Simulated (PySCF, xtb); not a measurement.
C2H4NO, SMILES C[N]C=O (connectivity only; charge and spin as stated), charge -1, multiplicity 1.

Geometry: B3LYP-D3(BJ)/def2-SVPD. A frequency run showed that this geometry is not a minimum. The multiplicity is an assumed one; other spin states were not compared. The isomer is the one that the SMILES or the coordinates give; other isomers of the formula were not compared. Other conformers were not sampled.

The numbers are results of IEF-PCM-B3LYP/def2-SVPD (PySCF 2.14.0), not measurements.

The values are the electrostatic part of the solvation free energy, E(continuum) − E(gas) at the gas-phase geometry, in a cavity of scaled van der Waals radii (PySCF's table); cavitation and dispersion terms are not included. In vacuum the orbital gap is 5.07 eV.

```tsv
solvent	ε	ΔG(elec) (kcal/mol)	gap (eV)
water	78.36	-64.2	6.34
dichloromethane	8.93	-57.2	6.22
acetone	20.49	-61.6	6.30
```

For comparison, GFN2-xTB/ALPB(water) (xtb, at the GFN2-xTB geometry, all terms of that model) gives -67.5 kcal/mol.
